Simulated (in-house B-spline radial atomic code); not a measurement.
A fraction x of an electron is moved 3d → 4d in Zr2+, starting from [Kr] 4d2 and keeping the highest spin. Level of theory: scalar-relativistic (X2C) r2SCAN0, spin-polarised, spherical fractional occupations, Fermi nucleus of rms radius 4.2694 fm; calculated with an all-electron radial atomic-structure program (B-spline basis).

Caution: exact exchange at fractional occupations of open shells leaves self-interaction of up to several eV.

```csv
x,E(x) - E(0) (eV),3d down level (eV),4d up level (eV)
0,0.0000,-197.837,-17.596
0.125,22.6316,-199.828,-17.965
0.25,45.4653,-201.807,-18.333
0.375,?,?,?
0.5,91.7334,-205.729,-19.066
0.625,115.1651,-207.674,-19.432
0.75,138.7935,-209.607,-19.796
0.875,?,?,?
1,186.6354,-213.443,-20.525
```

(1) What belongs in the row x = 0.375?

(2) What belongs in the row x = 0.875?

(3) Check Janak's theorem between x = 0.125 and 0.25.

## Answers

(1) An energy change of 68.4997 eV; 3d down at -203.774 eV, 4d up at -18.700 eV.

(2) An energy change of 162.6174 eV; 3d down at -211.530 eV, 4d up at -20.161 eV.

(3) The slope of the energy is 182.67 eV; the orbital levels give 182.67 eV (ε of the receiving orbital less ε of the emptying one, averaged over the two points).
